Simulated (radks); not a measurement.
The numbers below are computed, except where a source is named.
Fractional charge and spin in the 5s shell of antimony: the spin-up occupation runs from 0 to 1 and the spin-down occupation from 0 to 1; the fullest corner is Sb, [Kr] 4d10 5p(up 1.5, down 1.5) 5s(up 1, down 1). Code: a radial shooting solver on a logarithmic mesh with Libxc functionals. Model: scalar-relativistic Kohn-Sham, LDA (Slater exchange, Perdew-Wang correlation), spin-polarised, spherical densities, finite nucleus; Fermi nuclear charge, rms radius of each element as measured or else 0.836 A^(1/3) + 0.57 fm. Energy (eV) minus the two flat planes that join the four corners (they meet along the diagonal where the two added fractions sum to one electron); zero is where a piecewise linear energy would lie.

\begin{tabular}{lrrrrr}
down \ up & 0 & 0.25 & 0.5 & 0.75 & 1 \\ \hline
0 & 0.000 & -0.878 & -1.164 & -0.867 & 0.000 \\
0.25 & -0.878 & -1.115 & -0.772 & 0.139 & -0.788 \\
0.5 & -1.164 & -0.772 & 0.185 & -0.698 & -1.040 \\
0.75 & -0.867 & 0.139 & -0.698 & -0.996 & -0.772 \\
1 & 0.000 & -0.788 & -1.040 & -0.772 & 0.000 \\
\end{tabular}

Corners above the fullest one (they belong to Sb+ and the next ion): (up 1, down 0) 17.150 eV, (up 0, down 1) 17.150 eV, (up 0, down 0) 43.874 eV. With half an added electron in each spin the energy lies 0.185 eV from the planes, and with half an added electron in spin up alone -1.164 eV. The planes are only a guide here: the flat-plane condition holds for ground states with one frontier orbital, while this shell lies below other occupied shells, so the corners above the fullest one are inner-hole states and not the ground states of those ions.
